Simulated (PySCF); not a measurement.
Simulation results for C2H5AlF

All values are calculated (PySCF 2.14.0). Calculation on a computer-drawn molecule: the log of a Hartree-Fock and frozen-core CCSD(T) single point meant for a local Hartree-Fock minimum, with one planted fault or none, to be diagnosed. Offsets are logged minus clean, where the clean run is the same molecule without the fault. The reference is restricted for singlets and unrestricted otherwise, and also for a bond in bohr or an excited solution. Adding or removing an electron swaps singlet and doublet. The excited solution moves the top pair (singlet) or top alpha electron (doublet) to the lowest empty orbital. Highest occupied and lowest empty are orbital energies over both spins, largest force is the largest gradient component, triples share is (T) over the correlation energy, the T1 limit is 0.02 restricted and 0.045 unrestricted, electrons count all cores, a negative frequency is imaginary (commonest isotopes), and the dipole is about the centre of nuclear charge.

```json
{"formula": "C2H5AlF", "logged_structure": {"atoms_angstrom": [["C", -1.5092, -3.3292, -0.1208], ["Al", -0.3593, -1.8811, 0.1815], ["C", -0.7376, -0.0495, -0.1556], ["F", 1.0982, -2.2413, 0.7905], ["H", -2.4909, -3.2344, -0.516], ["H", -1.255, -4.3399, 0.083], ["H", -1.7156, 0.1002, -0.5547], ["H", -0.0353, 0.3631, -0.8469], ["H", -0.6583, 0.5267, 0.7406]]}, "given": {"meant_charge": 0, "meant_multiplicity": 2, "meant_basis": "cc-pV(D+d)Z", "logged_electrons": 39, "logged_basis_functions": 90, "logged_SCF_converged": "yes", "logged_spin_squared": 0.7573, "logged_highest_occupied [eV]": -10.605, "logged_lowest_empty [eV]": 1.2892, "logged_largest_force [hartree/bohr]": 0.024362, "logged_T1_diagnostic": 0.011257, "logged_D1_diagnostic": 0.034309, "logged_triples_share": 0.02028, "logged_CC_converged": "yes", "logged_dipole_magnitude [debye]": 2.1302, "logged_SCF_stable_within_its_kind": "yes", "logged_energy_HF [hartree]": -420.06155, "logged_energy_CCSD(T) [hartree]": -420.62147, "possible_faults": "no fault, one electron removed, one electron added, multiplicity raised by two, geometry at a saddle point, SCF held on an excited solution, minimal basis STO-3G, one bond length entered in bohr, all coordinates scaled", "drawn_bonds_atom": [1, 2, 2, 1, 1, 3, 3, 3], "drawn_bonds_other_atom": [2, 3, 4, 5, 6, 7, 8, 9], "drawn_bonds_order": [1, 1, 1, 1, 1, 1, 1, 1]}, "results": {"planted_fault": "all coordinates scaled, by -2.5 %", "HF_energy_offset_from_clean_run [kcal/mol]": 3.35, "CCSD(T)_energy_offset_from_clean_run [kcal/mol]": 5.641}}
```
